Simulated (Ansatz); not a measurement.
Species: stibine, SbH3, net charge 0, singlet state. 
Geometry from a B3LYP-D3(BJ)/def2-TZVP (Ansatz, a quantum-chemistry and plane-wave program) optimisation:
```
Sb
H 1 1.7138
H 1 1.7138 2 91.40
H 1 1.7138 2 91.40 3 91.44
```

Basis-set convergence of Hartree-Fock and CCSD correlation energies (hartree) with Ansatz. Cores are frozen in the correlated levels unless marked. No spin-orbit coupling. The frozen core is the preceding noble-gas configuration, with the filled d and f shells of earlier blocks. In def2 rows, elements after Kr have scalar-relativistic effective core potentials.

```json
[
 {"basis": "def2-SVP", "functions": "41", "E(HF)": "-240.96898", "E(corr, CCSD)": "-0.13720"},
 {"basis": "def2-TZVPP", "functions": "92", "E(HF)": "-240.98033", "E(corr, CCSD)": "-0.16818"},
 {"basis": "def2-QZVPP", "functions": "172", "E(HF)": "-240.98238", "E(corr, CCSD)": "-0.17705"}
]
```

Extrapolating the two largest sets (X = 3 and 4) as X^-3: E(corr) = (64·(-0.17705) - 27·(-0.16818))/37 = -0.1835 Eh, an estimate of the basis-set limit. The largest set recovers 96.5 % of it, the smallest 74.8 %.
